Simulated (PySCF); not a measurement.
(OH)3Sn-S-SiH3.
Bonds: Sn1–O2, Sn1–O3, Sn1–O4, Sn1–S5, S5–Si6. Hydrogens: H7 on O2; H8 on O3; H9 on O4; H10, H11, H12 on Si6.

A linear-response calculation (PySCF, def2-SVPD basis, gas phase, vertical, core orbitals frozen in the response) gave these numbers; the functional is withheld.

Orbital energies (eV): HOMO-3 -10.94, HOMO-2 -10.67, HOMO-1 -10.12, HOMO -9.19, LUMO -1.15, LUMO+1 0.50, LUMO+2 0.92.

```json
{"state": "S1", "E (eV)": "4.71", "f": "0.013", "main configurations (H = HOMO, L = LUMO)": "H→L (92%)"}
{"state": "S2", "E (eV)": "5.96", "f": "0.175", "main configurations (H = HOMO, L = LUMO)": "H-1→L (79%)"}
{"state": "S3", "E (eV)": "6.01", "f": "0.0087", "main configurations (H = HOMO, L = LUMO)": "H-2→L (85%)"}
{"state": "S4", "E (eV)": "6.18", "f": "0.027", "main configurations (H = HOMO, L = LUMO)": "H-3→L (78%)"}
{"state": "S5", "E (eV)": "6.30", "f": "0.010", "main configurations (H = HOMO, L = LUMO)": "H→L+1 (84%)"}
{"state": "S6", "E (eV)": "6.57", "f": "0.032", "main configurations (H = HOMO, L = LUMO)": "H-4→L (79%)"}
```

Triplets (Tamm–Dancoff): T1 4.27 eV, H→L (89%); T2 5.03 eV, H-1→L (85%); T3 5.52 eV, H-2→L (76%); T4 5.70 eV, H-3→L (77%).

Vertical ionisation energy by ΔSCF with the same functional: 9.89 eV. Mean static polarisability: 98.6 au.

Task: Name the functional.
A. CAM-B3LYP
B. B3LYP
C. HF
D. PBE

Result: A. CAM-B3LYP is range-separated, 19% exact exchange at short range and 65% at long range (ω = 0.33 bohr⁻¹). In this run −ε(HOMO) = 9.19 eV differs from the ΔSCF value by -0.70 eV, and S1 differs from the orbital gap of 8.04 eV by -3.33 eV. The ratio −ε(HOMO)/IP is 0.93. Usual ranges for neutral molecules in this basis: 0.85 to 0.93 with CAM-B3LYP, 0.5 to 0.7 with PBE, 0.67 to 0.83 with B3LYP; Hartree–Fock can't fall below 1, since the ion's relaxation only lowers the ΔSCF value. The other options: PBE, a GGA without exact exchange; HF, time-dependent Hartree–Fock, 100% exact exchange; B3LYP, a global hybrid with 20% exact exchange.

Level of theory: PySCF 2.14.0, density-fitted response routines, TDDFT CAM-B3LYP/def2-SVPD, vertical, gas phase, core orbitals frozen in the response, def2 core potentials past Kr. One conformer (not necessarily the lowest) at the PBE0-D3(BJ)/def2-SVP geometry, without solvent, vibrations or thermal averaging. Spin–orbit coupling is left out.

Time: 5.4 min wall (with the writing of density and orbital grids); peak memory 1.2 GiB. Hardware: one thread, Intel Xeon at 2.50 GHz (x86_64), on a shared host.
